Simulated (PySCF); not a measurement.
# Unknown compound

Molecular formula: C₁₁H₁₂. Simulated spectra:

¹H NMR (400 MHz, computed): δ 7.80 (d, 1H), 7.50 (m, 1H), 7.23 (d, 1H), 7.02 (m, 1H), 6.17 (m, 1H), 5.62 (m, 1H), 3.63 (m, 1H), 3.42 (m, 1H), 2.64 (m, 1H), 1.39 (d, 3H).

¹³C{¹H} NMR (computed): δ 154.5, 149.3, 140.2, 136.3, 133.0, 127.7, 126.4, 119.5, 39.6, 38.0, 22.4.

Non-relativistic, one averaged value for each set of equivalent atoms, isolated molecule, a single conformation. GIAO PBE0/pcSseg-1 shieldings; GFN2-xTB geometry; PySCF 2.14.

Shifts are taken against calculated references (same method and geometry level): ¹H, ¹³C vs TMS.

Problem. Choose the structure that fits.
A. C=C(C)[C@@H]1Cc2ccccc21
B. CC#CCc1ccccc1C
C. C=Cc1cccc2c1[C@@H](C)C2
D. C=CC/C=C\c1ccccc1

Solution. C. 

1. Rings plus π bonds: 6 (2 rings in the answer).
2. 11 carbon signals for 11 carbons: no two carbons are equivalent.
3. Carbon types of the structure: 3 × C, 5 × CH, 2 × CH2, 1 × CH3, which accounts for all hydrogens.
4. δC 154.5, 149.3, 136.3: substituted aromatic carbon.
5. δC 140.2: alkene CH; as expected for a trigonal carbon in a double bond.
6. δC 133.0, 127.7, 126.4: aromatic CH; the aromatic region.
7. δC 119.5: terminal =CH2 carbon; an sp2 carbon of a C=C bond.
8. δC 39.6: sp3 CH on an aromatic ring; saturated and bonded to C and H only.

The others: C=C(C)[C@@H]1Cc2ccccc21 has carbons computed at 155.5, 153.8, 150.2, 133.1, 132.2, 128.3, 127.9, 117.7, 51.4, 38.4, 22.1; C=CC/C=C\c1ccccc1 would give 9 carbon signals, not 11; CC#CCc1ccccc1C would give 7 signals for carbon-bound and other non-exchanging H, not 10.

Shifts are as computed. Against solution values, carbons near 30 ppm lie about +3 ppm off and those near 130 ppm about +5 ppm. Of 1211 compounds with measured shifts, 218 miss one by over three times the rms of a fit or turn the order of signals round; such compounds aren't used in these exercises. Multiplicities follow the n + 1 count of equivalent neighbours, as no J values were calculated; m marks all less simple cases, F and P coupling included.
